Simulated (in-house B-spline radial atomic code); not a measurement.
Configurations of O III (O2+), with energies counted from [He] 2s2 2p2. Computed with a radial B-spline atomic code at the basis-set limit: scalar-relativistic (X2C) B3LYP, spin-polarised, spherical fractional occupations, exact exchange averaged over the configuration, Fermi nucleus of rms radius 2.6991 fm. Shells without spins written out take the highest spin.

Occupations are held fixed; configurations that lie above the ionisation limit could autoionise.

```
   configuration  E - E(ref) (eV)  highest orbital  its <r> (bohr)
[He] 2s2 2p1 3s1            33.51            3s up           2.853
[He] 2s2 2p1 3d1           40.731            3d up           3.109
```

Q: Order these further configurations by energy, lowest first.
A. [He] 2s1 2p3
B. [He] 2s1 2p2 3s1
C. [He] 2s1 2p2 3d1

A: A (8.0003 eV), B (42.08 eV), C (49.254 eV).
